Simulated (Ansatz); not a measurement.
```yaml
crystal:
  periodic: [true, true, true]
  atoms:
    - {symbol: Cl, position_ang: [-1.037554, -0.212856, 1.883586]}
    - {symbol: C, position_ang: [-0.774574, 0.017582, 0.159705]}
    - {symbol: Cl, position_ang: [-1.606282, -1.227756, -0.763020]}
    - {symbol: C, position_ang: [0.730987, 0.069030, -0.183552]}
    - {symbol: Cl, position_ang: [1.539933, -1.436060, 0.219774]}
    - {symbol: Cl, position_ang: [0.893538, 0.402330, -1.912930]}
    - {symbol: Cl, position_ang: [1.457812, 1.409281, 0.712947]}
    - {symbol: H, position_ang: [-1.203860, 0.978449, -0.116511]}
basis:
  gaussian: {orbitals: "6-31++G**", final_grid: {core_spheres: 20, valence_spheres: 16, degree: 47}}
hamiltonian: {xc: {name: B97M-V}}
output: {forces: true}
```

```sh
$ ansatz run in.yaml --threads 2 --pin off --events-out ev --progress --plain --max-ram 32768MiB --backend cpu
```

Output, abridged:

```
Error: YAML parse error: error: line 2 column 3: crystal: missing field `lattice` (a structure is typed as `lattice` and `atoms`, a molecule's as `atoms` in Å alone, or read from a run's directory, `checkpoint`)
 --> <input>:2:3
1 | crystal:
2 |   periodic: [true, true, true]
3 |   atoms:
4 |     - {symbol: Cl, position_ang: [-1.037554, -0.212856, 1.883586]}
```

(1) What is wrong with this run?

## Answers

(1) The molecule is marked periodic without a cell. The program refused the input.
